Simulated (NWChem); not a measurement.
System: CH4F2O2Si; SMILES [SiH](O)(O)C(F)F

The following NWChem deck was run.

```
start job
memory heap 200 mb stack 900 mb global 1100 mb
geometry units angstroms noautosym nocenter noautoz
  O     -1.372866    -0.966244     0.740516
  Si    -0.214432    -0.831635    -0.434587
  O      1.044043    -1.859277    -0.163664
  C      0.354221     1.000149    -0.324182
  F      1.159695     1.152846     0.765199
  F     -0.765544     1.763972    -0.115243
  H     -1.765892    -0.129838     1.014567
  H     -0.708212    -1.146528    -1.795423
  H      1.457078    -1.824086     0.705161
  H      0.885286     1.422892    -1.196689
end
basis spherical
  * library 6-31g*
end
dft
  xc pbe0
  iterations 150
end
cosmo
  do_cosmo_smd true
  solvent methanol
end
task dft energy
```

Excerpt of the output:

```
             Northwest Computational Chemistry Package (NWChem) 7.3.0
             --------------------------------------------------------

                             Geometry "geometry" -> ""
                             -------------------------

 Output coordinates in angstroms (scale by  1.889725989 to convert to a.u.)

  No.       Tag          Charge          X              Y              Z
 ---- ---------------- ---------- -------------- -------------- --------------
    1 O                    8.0000    -1.37286600    -0.96624400     0.74051600
    2 Si                  14.0000    -0.21443200    -0.83163500    -0.43458700
    3 O                    8.0000     1.04404300    -1.85927700    -0.16366400
    4 C                    6.0000     0.35422100     1.00014900    -0.32418200
    5 F                    9.0000     1.15969500     1.15284600     0.76519900
    6 F                    9.0000    -0.76554400     1.76397200    -0.11524300
    7 H                    1.0000    -1.76589200    -0.12983800     1.01456700
    8 H                    1.0000    -0.70821200    -1.14652800    -1.79542300
    9 H                    1.0000     1.45707800    -1.82408600     0.70516100
   10 H                    1.0000     0.88528600     1.42289200    -1.19668900

 Effective nuclear repulsion energy (a.u.)     334.0273542296

                                 NWChem DFT Module
                                 -----------------

 Summary of "ao basis" -> "ao basis" (spherical)
 ------------------------------------------------------------------------------
       Tag                 Description            Shells   Functions and Types
 ---------------- ------------------------------  ------  ---------------------
 O                           6-31g*                  6       14   3s2p1d
 Si                          6-31g*                  8       18   4s3p1d
 C                           6-31g*                  6       14   3s2p1d
 F                           6-31g*                  6       14   3s2p1d
 H                           6-31g*                  2        2   2s

 in cosmo_initialize ...
 calling solv_data for solv:methanol

 solvent parameters
 solvname_short: methanol
 solvname_long:  methanol
 dielec:       32.6130
 dielecinf:     1.7657
 nonaqueous SMD model solvent descriptors
 dielec:       32.6130
 sola:          0.4300
 solb:          0.4700
 solc:          0.0000
 solg:         31.7700
 solh:          0.0000
 soln:          1.3288

[...]

                                COSMO-SMD solvation results
                                ---------------------------

             internal energy in gas <Psi(g)|H|Psi(g)> =      -679.660177254853
         internal energy in solvent <Psi(s)|H|Psi(s)> =      -679.658139444592
                               delta internal energy  =         0.002037810262 (    1.28 kcal/mol)
   total free energy in solvent <Psi(s)|H+V/2|Psi(s)> =      -679.678321098098
 polarization energy contribution <Psi(s)|V/2|Psi(s)> =        -0.020181653506 (  -12.66 kcal/mol)
    total free energy in solvent including G(SMD-CDS) =      -679.675404679650
                       G(SMD-CDS) energy contribution =         0.002916418448 (    1.83 kcal/mol)
     1 M fixed-concentration free energy of solvation =        -0.015227424797 (   -9.56 kcal/mol)

                       DFT Final Molecular Orbital Analysis
                       ------------------------------------

 Vector   27  Occ=2.000000D+00  E=-3.627929D-01
              MO Center=  8.4D-01, -1.6D+00, -1.6D-01, r^2= 1.7D+00
   Bfn.  Coefficient  Atom+Function         Bfn.  Coefficient  Atom+Function
  ----- ------------  ---------------      ----- ------------  ---------------
    35      0.376100   3 O  px               36      0.372718   3 O  py
    39      0.287108   3 O  px               40      0.287203   3 O  py
    37     -0.222916   3 O  pz               41     -0.168912   3 O  pz
    22      0.113419   2 Si py               64      0.109804   5 F  py
     6      0.091162   1 O  s                92     -0.087608   8 H  s

 Vector   28  Occ=2.000000D+00  E=-3.436235D-01
              MO Center= -8.4D-01, -8.6D-01,  2.9D-01, r^2= 2.6D+00
   Bfn.  Coefficient  Atom+Function         Bfn.  Coefficient  Atom+Function
  ----- ------------  ---------------      ----- ------------  ---------------
     5      0.425982   1 O  pz                9      0.327938   1 O  pz
     3      0.312932   1 O  px                7      0.246956   1 O  px
    92      0.189982   8 H  s                35      0.148268   3 O  px
    36     -0.128725   3 O  py               91      0.118807   8 H  s
    23     -0.100012   2 Si pz               39      0.100337   3 O  px

 Vector   29  Occ=2.000000D+00  E=-2.925593D-01
              MO Center=  8.6D-02,  2.7D-01, -2.4D-01, r^2= 3.2D+00
   Bfn.  Coefficient  Atom+Function         Bfn.  Coefficient  Atom+Function
  ----- ------------  ---------------      ----- ------------  ---------------
    50      0.338000   4 C  py               22     -0.268501   2 Si py
    78     -0.246956   6 F  py               64     -0.237638   5 F  py
    52     -0.232799   4 C  s                92      0.205846   8 H  s
    82     -0.188859   6 F  py               36      0.187177   3 O  py
    68     -0.181339   5 F  py                3      0.179739   1 O  px

 Vector   30  Occ=0.000000D+00  E= 4.108175D-02
              MO Center=  9.4D-02, -6.4D-01, -4.3D-01, r^2= 4.3D+00
   Bfn.  Coefficient  Atom+Function         Bfn.  Coefficient  Atom+Function
  ----- ------------  ---------------      ----- ------------  ---------------
    38      0.691310   3 O  s                26      0.638915   2 Si py
    25     -0.627845   2 Si px               21     -0.235778   2 Si px
    80     -0.221548   6 F  s                94     -0.220208   9 H  s
    22      0.205853   2 Si py               90     -0.204277   7 H  s
    66      0.198102   5 F  s                55     -0.196728   4 C  pz

[...]
```

Level: PBE0/6-31G* (spherical d), SMD on the gas-phase geometry. All runs use the structure optimised with PBE0/def2-SVP. Solvent: methanol.
